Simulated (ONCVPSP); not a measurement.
Cutoff test, hydrogen (H), ONCV

| Property | Result |
| --- | --- |
| Element | H |
| Generator | ONCVPSP 4.0.1 |
| Type | optimised norm-conserving Vanderbilt (ONCV) |
| Functional | LDA (Perdew-Wang 92) |
| Relativity | scalar-relativistic |
| Frozen core | none |
| Valence charge | 1 |
| Reference configuration | 1s1 |
| Partial waves | 1s: rc 1.10 bohr, ncon 4, nbas 7, qcut 5 1/bohr, 2 projectors, debl 2.7 Ha; p scattering state at 0.25 Ha: rc 1.05 bohr, ncon 3, nbas 7, qcut 8.1 1/bohr, 2 projectors, debl 3 Ha |
| Local potential | polynomial inside 0.70 bohr (lpopt 5, dvloc0 0 Ha) |
| Core correction | none |

Q: For each optimised wave give the share of its norm inside rc, the residual kinetic energy above qcut (Ha) and the cutoffs (Ha) for errors of 10, 1, 0.1 and 0.01 mHa per electron.

A:

| wave | norm inside rc | residual KE | 10 mHa | 1 mHa | 0.1 mHa | 0.01 mHa |
| --- | --- | --- | --- | --- | --- | --- |
| 1s | 0.331 | 1.8e-03 | 7.3 | 14.8 | 79.6 | 100.6 |
| s projector 2 | 0.097 | 5.1e-03 | 10.1 | 17.7 | 41.9 | 87.2 |
| p projector 1 | 0.017 | 1.1e-07 | 1.3 | 3.5 | 8.9 | 16.9 |
| p projector 2 | 0.092 | 4.2e-06 | 6.8 | 12.5 | 21.6 | 29.8 |

The occupied waves need 15 Ha and 80 Ha for 1 and 0.1 mHa.
